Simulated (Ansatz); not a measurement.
Reactions of `C#[C][Al]([NH2])[NH2]`.

Computed with Ansatz on PBE0-D4/def2-TZVP structures; ΔE is electronic, products minus reactants. CBS: MP2 limit from def2 TZ/QZ plus the TZ coupled-cluster correction, frozen cores. This one scheme is used for every species. DFT in def2-TZVPP. Elements past krypton have def2 core potentials. For Ga, Ge, In outer-core shells are correlated without core-valence functions, which leaves a few kJ/mol of doubt a bond. Scalar relativity is left out up to krypton. One conformer a species, not always the lowest.

```
                                                                                       reaction  CCSD(T)/CBS(def2) (eV)
`C#[C][Al]([NH2])[NH2]` + `[SH][In]([Cl])[Cl]` → `[NH2][Al]([NH2])[SH]` + `C#[C][In]([Cl])[Cl]`                    0.22
                             `C#[C][Al]([NH2])[NH2]` + GeH₄ → `C#[C][GeH3]` + `[NH2][AlH][NH2]`                    0.51
                    `C#[C][Al]([NH2])[NH2]` + silanol → `[NH2][Al]([NH2])[O][SiH3]` + acetylene                   -0.97
 `C#[C][Al]([NH2])[NH2]` + `F[CH]([AlH2])[SiH3]` → `C#C[SiH2][CH](F)[AlH2]` + `[NH2][AlH][NH2]`                       ?
                             `C#[C][Al]([NH2])[NH2]` + H₂O → `[NH2][Al]([NH2])[OH]` + acetylene                   -0.64
               `C#[C][Al]([NH2])[NH2]` + `[SiH3][GaH2]` → `[NH2][AlH][NH2]` + `C#C[SiH2][GaH2]`                       ?
```

(1) Fill in the missing values. (Best estimate.)

Largest T1 diagnostic: 0.014, for `C#C[SiH2][GaH2]`.

Answers

(1) Ansatz gave: `C#[C][Al]([NH2])[NH2]` + `F[CH]([AlH2])[SiH3]` → `C#C[SiH2][CH](F)[AlH2]` + `[NH2][AlH][NH2]`: +0.08 eV; `C#[C][Al]([NH2])[NH2]` + `[SiH3][GaH2]` → `[NH2][AlH][NH2]` + `C#C[SiH2][GaH2]`: +0.33 eV.
